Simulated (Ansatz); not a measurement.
A nudged elastic band was laid between two geometries of CH₅ClFNSi (10 atoms, charge 0, multiplicity 1).

The calculation used RHF/def2-SVP (Ansatz 0.2.0).

```json
{
  "movable images": "9",
  "climbing image": "yes",
  "spring": "50.0 eV/Å²",
  "optimiser": "quadratic models (default)",
  "start path": "through a guess of the saddle point",
  "force threshold": "0.03 eV/Å",
  "iteration limit": "60",
  "end points": "relaxed"
}
```

Initial state:

```xyz
10
Properties=species:S:1:pos:R:3
F 1.001 0.581 1.999
C -0.128 0.659 1.239
N -0.246 -0.436 0.354
Si 0.282 -0.502 -1.280
Cl -1.199 0.109 -2.611
H -0.971 0.698 1.928
H -0.077 1.594 0.683
H -0.591 -1.275 0.779
H 1.411 0.419 -1.477
H 0.601 -1.898 -1.612
```

Final state:

```xyz
10
Properties=species:S:1:pos:R:3
F 0.958 0.701 1.537
C -0.232 0.470 0.968
N -0.110 -0.740 0.164
Si 0.876 -0.633 -1.692
Cl -0.844 0.477 -2.465
H -0.971 0.339 1.759
H -0.506 1.294 0.317
H 0.304 -1.473 0.722
H 1.637 0.574 -1.206
H -1.029 -1.061 -0.101
```

Question: What changes between the two ends?

Answer: Bonds broken: Si4–H10. Bonds formed: N3–H10.

Question: Give the energies along the band, and the barrier.

Answer: The run converged. The highest image is number 6 of 0 to 10, 4.06 eV above the first end and 2.31 eV above the last; the last end lies 1.76 eV above the first. Neighbouring images differ by up to 3.1 eV, so the band resolves the path poorly. Another band between the same ends (9 images) ends at a top of the same energy, where a vibrational analysis finds 1 clearly imaginary mode. The orbitals stay closed-shell, which can raise the energy where a bond breaks towards radicals; this wasn't checked here.

```
image  path coordinate (Å)  energy (eV)  Si4–H10 (Å)  N3–H10 (Å)
    0                 0.00         0.00         1.47        2.59
    1                 0.80         0.01         1.47        2.57
    2                 1.61         0.02         1.47        2.57
    3                 2.41         0.06         1.47        2.61
    4                 3.22         0.10         1.47        2.65
    5                 4.02         0.93         1.46        2.17
    6                 4.83         4.06         1.60        1.38
    7                 5.62         2.02         2.34        1.01
    8                 6.40         1.84         2.57        1.01
    9                 7.19         1.79         2.55        1.01
   10                 7.98         1.76         2.52        1.01
```

Question: What is the geometry of the highest image?

Answer: 
```xyz
10
Properties=species:S:1:pos:R:3
F 0.539 1.434 1.297
C -0.430 0.507 1.095
N 0.058 -0.582 0.314
Si 0.313 -0.619 -1.590
Cl -0.182 1.313 -2.221
H -0.762 0.161 2.072
H -1.253 0.988 0.573
H 0.704 -1.172 0.814
H 1.776 -0.733 -1.789
H -0.678 -1.348 -0.562
```

Run time: 3.7 min on 2 threads of Arm Neoverse V1 (shared host), peak memory 0.21 GiB.
